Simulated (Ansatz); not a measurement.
Born–Oppenheimer molecular dynamics of GaH7N2O (11 atoms, charge 0, multiplicity 1). It starts at the highest image of a converged band. Of that band: A structure lower than the last end lies on the path between it and the top, so the climb from that side starts below the end, which may itself be a saddle point or a shallow side well. Neighbouring images differ by up to 1.8 eV, so the band resolves the path poorly. A vibrational analysis at the climbing image gives one clearly imaginary mode, 1764i cm⁻¹: a first-order saddle point.

Computed with RHF/def2-SVP (Ansatz 0.2.0).

- ensemble: NVE (velocity Verlet)
- time step: 0.5 fs
- steps asked: 200
- starting velocities drawn for: 300 K
- seed: 10622

First frame:

```xyz
11
Properties=species:S:1:pos:R:3
Ga 0.005 0.301 -0.122
O -0.034 0.233 1.824
H -0.723 -0.158 2.342
N 1.614 0.058 -0.934
H 1.768 -0.654 -1.621
H 2.478 0.338 -0.514
N -1.572 -0.266 -0.852
H -2.456 -0.098 -0.414
H -1.690 -0.327 -1.844
H -0.049 2.026 0.616
H -0.102 1.409 1.415
```

**Question.** How far do the bonds stretch over the last three quarters of this one trajectory? (Pairs bonded in most of those frames.)

**Answer.** 
```json
{"bond": "Ga1–O2", "mean (Å)": "1.782", "spread (Å)": "0.054", "shortest": "1.71", "longest": "1.86"}
{"bond": "Ga1–N4", "mean (Å)": "1.819", "spread (Å)": "0.037", "shortest": "1.77", "longest": "1.88"}
{"bond": "Ga1–N7", "mean (Å)": "1.819", "spread (Å)": "0.019", "shortest": "1.79", "longest": "1.85"}
{"bond": "O2–H3", "mean (Å)": "0.945", "spread (Å)": "0.014", "shortest": "0.92", "longest": "0.96"}
{"bond": "N4–H5", "mean (Å)": "1.007", "spread (Å)": "0.031", "shortest": "0.95", "longest": "1.06"}
{"bond": "N4–H6", "mean (Å)": "1.004", "spread (Å)": "0.023", "shortest": "0.96", "longest": "1.05"}
{"bond": "N7–H8", "mean (Å)": "1.001", "spread (Å)": "0.012", "shortest": "0.98", "longest": "1.02"}
{"bond": "N7–H9", "mean (Å)": "1.002", "spread (Å)": "0.009", "shortest": "0.99", "longest": "1.02"}
{"bond": "H10–H11", "mean (Å)": "0.748", "spread (Å)": "0.018", "shortest": "0.72", "longest": "0.77"}
```

Mean temperature of the second half: 1318 K. The conserved energy stayed within 0.37 meV per atom of its start (net change 0.2 meV per atom), so the integration is sound. The kinetic energy rose, since the run started high on the potential surface and went downhill. It ends in pieces (GaH5N2O + H2), so much of that is their flight and rotation, not heat. A run of 0.1 ps of so small a system gives no equilibrium averages. The orbitals stay closed-shell, which can raise the energy where a bond breaks towards radicals; this wasn't checked here.

Run time: 4.9 min on 2 threads of Arm Neoverse V1, with other jobs on the host, peak memory 0.23 GiB.
